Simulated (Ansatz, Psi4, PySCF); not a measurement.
H₄AsSi (SMILES [SiH3][AsH]), doublet, at a GFN2-xTB geometry. Base run: BLYP/6-31G* run with PySCF.

Here is a job for PySCF.
```python
from pyscf import gto, scf, dft

mol = gto.Mole()
mol.atom = '''
    Si   -1.40329534   -0.53462063    0.03897477
    As    0.72861432    0.32423351   -0.02335434
    H    -1.67313328   -1.31833068    1.25215617
    H    -2.36838393    0.56910308    0.00592110
    H    -1.70511391   -1.41474898   -1.09857261
    H     1.34849332   -1.05104054    0.06554169
'''
mol.basis = '6-31g*'
mol.spin = 1
mol.verbose = 4
mol.build()

mf = dft.UKS(mol)
mf.xc = 'blyp'
mf.kernel()
```

The same geometry, method and basis name were run in Ansatz (an electronic-structure program) and Psi4 and PySCF, at each program's defaults and at the settings that a row names. The base is PySCF at its defaults. Differences at the defaults can come from grids, fitting, cores and function types together.

| code and settings | ΔE vs base (µEh) | basis functions | E (Eh) | SCF cycles | dipole (D) |
|---|---|---|---|---|---|
| PySCF, defaults (exact integrals, its default grid, spherical functions) | 0.0 | 58 | -2527.45954 | 10 | 0.48 |
| Psi4, defaults (density fitting with its default set, its default grid, Cartesian functions) | -9851 | 62 | -2527.46939 | 10 | 0.48 |
| Ansatz, defaults (factorised integrals, its default grid, Cartesian functions) | -9785 | 62 | -2527.46933 | - | - |
| PySCF, density fitting with def2-universal-jkfit | -55.3 | 58 | -2527.45960 | 10 | 0.48 |
| PySCF, fine grid | 1.0 | 58 | -2527.45954 | 10 | 0.48 |
| Psi4, exact integrals, spherical functions, fine grid | 0.9 | 58 | -2527.45954 | 12 | 0.48 |
| Ansatz, high accuracy, Cartesian functions as the basis file defines them | -9783 | 62 | -2527.46933 | - | - |

Open shells are given as the SCF converged; they aren't shown to be the lowest states, and a large step between rows can be another state.
